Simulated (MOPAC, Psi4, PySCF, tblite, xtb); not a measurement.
Dimer CH3F ··· BF3 (SMILES CF and FB(F)F), singlet at R = 2.70 Å between the centres of mass, closest contact 2.34 Å (lowest of the rigid-body minima from ten starts at GFN2-xTB). Geometry in Å and degrees:

```
F
C 1 1.3892
H 2 1.0908 1 108.81
H 2 1.0908 3 110.12 1 -119.19
H 2 1.0908 3 110.12 4 -121.62
B 1 2.3410 2 117.15 3 171.01
F 6 1.3154 1 88.56 2 -58.21
F 6 1.3157 7 119.97 1 92.27
F 6 1.3158 7 119.98 8 -179.83
```

Levels of theory: GFN2-xTB (tblite); SAPT0/jun-cc-pVDZ, frozen core (Psi4); PBE/def2-TZVP, counterpoise-corrected (Psi4); PBE-D3(BJ)/def2-TZVP, counterpoise-corrected (Psi4); HF/aug-cc-pVDZ, counterpoise-corrected (Psi4); MP2/aug-cc-pVDZ = DF-MP2/aug-cc-pVDZ, frozen core, counterpoise-corrected in Psi4; SCS-MP2/aug-cc-pVDZ = DF-SCS-MP2/aug-cc-pVDZ, frozen core, counterpoise-corrected (Psi4); PM6, restricted, heats of formation (MOPAC); AM1, restricted, heats of formation (MOPAC); GFN1-xTB (xtb); RKS-B3LYP/6-31G* = PySCF with restricted B3LYP/6-31G*, spherical d, no counterpoise correction; RKS-LDA (SVWN5)/6-31G* = restricted LDA (SVWN5)/6-31G*, spherical d, no counterpoise correction (PySCF); RHF/3-21G = restricted Hartree-Fock/3-21G, no counterpoise correction (PySCF); RHF/STO-3G = restricted Hartree-Fock/STO-3G, no counterpoise correction run with PySCF.

Problem. What interaction energy does each level give?

Solution. 
```csv
method,E_int / kJ/mol
RHF/3-21G,-55.07
RKS-LDA (SVWN5)/6-31G*,-47.25
RKS-B3LYP/6-31G*,-27.99
RHF/STO-3G,-23.74
SAPT0/jun-cc-pVDZ,-17.43
GFN2-xTB,-17.04
PBE-D3(BJ)/def2-TZVP,-11.88
GFN1-xTB,-11.48
MP2/aug-cc-pVDZ,-11.00
SCS-MP2/aug-cc-pVDZ,-8.48
PBE/def2-TZVP,-7.36
HF/aug-cc-pVDZ,-7.01
AM1,4.02
PM6,8.65
```
